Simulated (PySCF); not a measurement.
# Worked example: oscillator strength and radiative lifetime

Mo(O)2(Br)(NH2) (BrH2MoNO2), SMILES [NH2][Mo](=[O])(=[O])[Br], multiplicity 1.

Geometry optimised at B3LYP-D3(BJ)/def2-SVP. The multiplicity is an assumed one; no other spin state was optimised. The structure was generated by enumeration; whether it is a known compound was not checked. The def2 effective core potentials stand for the cores of Mo; spin–orbit coupling is left out. One conformer was computed; it need not be the lowest.

TDA-CAM-B3LYP/def2-SVPD (PySCF) puts the first singlet state with f over 0.02 at 4.89 eV (vertical), with the transition dipole (0.395, -0.691, 0.000) in atomic units.

### Question
Find the oscillator strength, the wavelength and the radiative lifetime that this transition would have in vacuum if emission retraced absorption.

### Answer

|μ|² = 0.6335 au, so |μ| = 2.02 D. ΔE = 4.89/27.211 = 0.1797 hartree. f = (2/3) ΔE |μ|² = 0.076 (the program prints 0.076).
λ = 1239.84/4.89 = 254 nm; ν = 39440 cm⁻¹.
Einstein's coefficient A = 0.6670 ν² f s⁻¹ (ν in cm⁻¹) = 7.9e7 s⁻¹, so τ = 1/A = 13 ns. This state is S4; the lower singlets have f = 0.000, 0.002, 0.002. The figure is the radiative limit of this one transition; relaxation, internal conversion, crossing to triplets and a medium change what is measured.
